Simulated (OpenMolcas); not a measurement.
## Ni2+: moving the ligands

Ni2+ with 6 ligands (oxide) in octahedral coordination (Oh) at 2.07 Å. A charge of +1.67 e stands 3.2 Å behind each ligand. Ligand basis ANO-RCC-VDZP.
```
Ni    0.0000    0.0000    0.0000
O     2.0700    0.0000    0.0000
O     0.0000    2.0700    0.0000
O    -2.0700    0.0000    0.0000
O     0.0000   -2.0700    0.0000
O     0.0000    0.0000    2.0700
O     0.0000    0.0000   -2.0700
```

* Program: OpenMolcas
* Method: CASSCF
* Basis: ANO-RCC-VTZP [6s5p3d2f1g]
* Scalar Hamiltonian: DKH2, point nucleus
* Active space: 8 electrons in 5 orbitals (3d)
* State averaging: 2S+1 = 3 even, 10 roots; 2S+1 = 1 even, 15 roots
* Spin-orbit coupling: state interaction with AMFI integrals over the reference wave functions

Runs around this geometry, states (labels of O, the rotations of Oh). Energies in cm-1 above the lowest state or level, χT in cm3 K/mol; 10Dq and B are least-squares fits to the states below 45000 cm-1, weighted by degeneracy, with a free offset, and given where the rms deviation is under 5 % of |10Dq| (or 100 cm-1) and under 700 cm-1.

```tsv
R (Å)	Ground state	First state of that spin	10Dq	B (rms of fit)	First gap with spin-orbit (degeneracies)	χT at 300 K	First state of another spin
2.02	3A2	3T2 5439	5552	1274 (59)	5166 (3, 2)	1.553	1E 18066
2.07	3A2	3T2 4802	4873	1280 (46)	4527 (3, 2)	1.627	1E 18059
2.17	3A2	3T2 3743	3770	1289 (34)	3465 (3, 2)	1.796	1E 17950
```

Taking |10Dq| as R^-n, n = -ln(3770 / 5552) / ln(2.17 / 2.02) = 5.4 between the shortest and longest distance. The point-charge formula for a cubic d site gives n = 5.

Without dynamic correlation the repulsion within the d shell is too large (B by tens of per cent), so at a given field states of lower spin stand too high. The oxide ions are held by bare point charges, a crude embedding. Ligand-to-metal charge-transfer states are missing. With oxide or sulfide held by bare charges the field of late divalent 3d ions can come out several times too small, and g and χT far too large. With no ligand orbital active B as a rule stays too high, so bands that hang on it stand too high and its fall with covalency is understated. With metal d orbitals alone and no dynamic correlation the field as a rule comes out too small, by tens of per cent, by up to half for chloride and softer ligands, and the orbital part of g and χT, which goes as 1/10Dq, too large. No measured value stands beside these numbers; the geometry is a model, was not optimised and need not be the one that this ion takes.
